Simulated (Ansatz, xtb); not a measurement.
Relative energy of two conformers of CH5Cl2FGeSi

We compare a, `C[Si@](F)(Cl)[GeH2][Cl]`, a singlet, with b, `C[Si@](F)(Cl)[GeH2][Cl]`, a singlet. Both are isolated molecules in the gas phase, relaxed with PBE0-D3(BJ)/def2-SVP.

a (Å):

```csv
atom,x (Å),y (Å),z (Å)
C,1.7121,-0.9786,0.2266
Cl,-1.4498,-1.0130,0.7969
Cl,0.0585,-0.3106,-3.1895
F,0.4069,1.2042,1.5174
Ge,-0.2371,1.2571,-1.6996
Si,0.2184,0.1079,0.3298
H,1.6185,-1.6440,-0.6449
H,2.6208,-0.3691,0.1058
H,1.8115,-1.5906,1.1358
H,0.7628,2.3752,-2.0409
H,-1.6813,1.7567,-1.8485
```

b (Å):

```yaml
atoms:
  - { symbol: C, position_ang: [0.1577, 0.2965, 1.7702] }
  - { symbol: Cl, position_ang: [-1.6321, -2.2338, 0.8580] }
  - { symbol: Cl, position_ang: [1.3828, 1.3689, -1.7588] }
  - { symbol: F, position_ang: [-2.1753, 0.6163, 0.1837] }
  - { symbol: Ge, position_ang: [0.2492, -0.4945, -1.6801] }
  - { symbol: Si, position_ang: [-0.8932, -0.3591, 0.3969] }
  - { symbol: H, position_ang: [0.9682, -0.4097, 2.0050] }
  - { symbol: H, position_ang: [0.6055, 1.2532, 1.4603] }
  - { symbol: H, position_ang: [-0.4456, 0.4561, 2.6768] }
  - { symbol: H, position_ang: [1.2772, -1.6360, -1.7398] }
  - { symbol: H, position_ang: [-0.6653, -0.5246, -2.9134] }
```

Estimate E(b) − E(a) at the level CCSD(T)/def2-SVP + ΔMP2/def2-TZVPP.

Too close to call at this level: CCSD(T)/def2-SVP + ΔMP2/def2-TZVPP gives E(b) − E(a) = −0.002 eV.

The same difference at several levels:

```tsv
level	geometry	E(b) − E(a) (eV)	departure from the last row (eV)	job, with rough time for the two
PBE0-D3(BJ)/def2-SVP	PBE0-D3(BJ)/def2-SVP	−0.003	−0.002	optimisation, 84 s
HF/def2-SVP	PBE0-D3(BJ)/def2-SVP	−0.009	−0.008	part of the CCSD(T) run
MP2/def2-SVP	PBE0-D3(BJ)/def2-SVP	+0.001	+0.003	part of the CCSD(T) run
CCSD(T)/def2-SVP	PBE0-D3(BJ)/def2-SVP	+0.001	+0.002	single point
CCSD(T)/def2-SVP + ΔMP2/def2-TZVPP	PBE0-D3(BJ)/def2-SVP	−0.002		single point, 52 s
```

The largest departure from CCSD(T)/def2-SVP + ΔMP2/def2-TZVPP is that of HF/def2-SVP, 0.008 eV. Levels run at GFN2-xTB geometries aren't shown. The last row adds to CCSD(T) the change of the MP2 difference between the two basis sets, here −0.002 eV.

With harmonic frequencies from PBE0-D3(BJ)/def2-SVP (ideal gas, rigid rotor, one conformer each, 298.15 K, 1 atm): on the last row, ΔE + ΔZPE = −0.003 eV. A mode under 50 cm⁻¹ makes harmonic enthalpies and free energies unreliable, so none is given.

The correlated steps freeze 26 core orbitals; the filled d shell of Ge is correlated, in a basis made for valence electrons. Programs: Ansatz 0.2.0; the last row on 2 threads of AMD EPYC 9R45 96-Core Processor (Zen 5) on a shared host.
